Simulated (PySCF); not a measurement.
**Simulated absorption spectrum**

Species: C₆H₅Cl.
Bonds: Cl1–C2, C2–C3 (double), C3–C4, C4–C5 (double), C5–C6, C6–C7 (double), C3–C7. Hydrogens: H8 on C2; H9 on C4; H10 on C5; H11 on C6; H12 on C7.

Theory: TDDFT CAM-B3LYP/def2-SVPD, vertical, gas phase, core orbitals frozen in the response in PySCF 2.14.0, density-fitted response routines. Isolated species at its GFN2-xTB geometry, gas phase.

Broadening: Gaussians 0.4 eV wide at half height, area fixed by f = 4.319×10⁻⁹ ∫ε dν̃. The width is an assumption, not a result. The curve ends short of the highest state used, and states not computed would add to its high-energy end.

| λ (nm) | ε (L mol⁻¹ cm⁻¹) |
| --- | --- |
| 189.1 | 91 |
| 194.9 | 22 |
| 200.7 | 7 |
| 206.5 | 6 |
| 212.4 | 3 |
| 218.2 | 5 |
| 224.0 | 116 |
| 229.8 | 1316 |
| 235.6 | 7079 |
| 241.4 | 19900 |
| 247.2 | 31821 |
| 253.0 | 31150 |
| 258.9 | 19677 |
| 264.7 | 8619 |
| 270.5 | 2736 |
| 276.3 | 657 |
| 282.1 | 124 |
| 287.9 | 19 |
| 293.7 | 2 |
| 299.5 | 0 |
| 305.4 | 1 |
| 311.2 | 3 |
| 317.0 | 10 |
| 322.8 | 29 |
| 328.6 | 70 |
| 334.4 | 144 |
| 340.2 | 251 |
| 346.1 | 377 |
| 351.9 | 491 |
| 357.7 | 565 |
| 363.5 | 581 |
| 369.3 | 539 |
| 375.1 | 457 |
| 380.9 | 355 |
| 386.7 | 256 |
| 392.6 | 171 |
| 398.4 | 108 |
| 404.2 | 64 |
| 410.0 | 36 |
| 415.8 | 20 |
| 421.6 | 10 |
| 427.4 | 5 |
| 433.2 | 2 |
| 439.1 | 1 |

Task: Where are the band maxima, and which computed states make them?

Result: 362 nm (3.42 eV), ε about 580, made up of S1 (100%); 250 nm (4.96 eV), ε about 33000, made up of S2 (100%) (ε in L mol⁻¹ cm⁻¹; maxima over ε = 5, shares over 10%). At its high-energy end, 6.56 eV, the curve is still rising (ε about 93, from S4 and S7). The states used: S1 3.42 eV (f 0.0086); S2 4.96 eV (f 0.495); S3 6.05 eV (f 0.0001); S4 6.59 eV (f 0.0008); S5 6.61 eV (f 0.0000); S6 6.90 eV (f 0.0000); S7 7.01 eV (f 0.018); S8 7.16 eV (f 0.048).

Task: Coming from long wavelengths, where does ε first pass 100 L mol⁻¹ cm⁻¹?

Result: At about 399 nm (3.11 eV), 0.32 eV below S1.

Task: Does any computed singlet lie in the visible range?

Result: No computed singlet lies in the visible range (380 to 750 nm); the lowest, at 362 nm, stands 0.16 eV above its violet end (3.26 eV); a Tamm–Dancoff triplet lies at 543 nm, without intensity as long as spin–orbit coupling is left out.

Task: What would ε be at 4.96 eV, the highest of these maxima, with half the width (0.2 eV)?

Result: About 66700 L mol⁻¹ cm⁻¹ against 33400, a factor of about 2.00; a lone state at its own centre would give exactly 2.
